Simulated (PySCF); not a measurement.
**Adding and removing an electron: SnBi**

UHF-CCSD; Sn def2-SVP with ECP28, Bi def2-SVP with ECP60; scalar-relativistic core potentials (PySCF 2.14). Neutral (UHF): doublet (π ↑), Re = 2.744 Å, ωe = 189 cm⁻¹, De = 1.39 eV.

SnBi⁺ (UHF): triplet (π ↑↑), Re = 2.911 Å, ωe = 154 cm⁻¹. The energies at the minima are -427.12065 hartree for SnBi and -426.86752 for SnBi⁺.

**Question.** Work out the adiabatic ionisation energy, without and with harmonic zero-point energies (1 hartree = 27.2114 eV, 1 eV = 8065.5 cm⁻¹), and the change of the bond length.

**Answer.** At UHF-CCSD: 0.25313 hartree = 6.888 eV between the minima; the zero-point term (154.0 − 189.0)/2 cm⁻¹ = -0.002 eV makes it 6.886 eV. Re changes by +16.7 pm against the neutral. The electron leaves a π orbital, and the longer bond of the ion fits a bonding orbital, or a change in how ionic the bond is.

Correlated steps freeze 8 core orbitals. Correlated levels converge slowly with the basis: in double zeta they bind strong bonds too weakly, by up to about 1 eV, and carry superposition errors of some tenths. Spin–orbit coupling is left out, which matters for elements this heavy, above all for dissociation energies. States were picked by a PBE0 search and need not be the measured ground states.
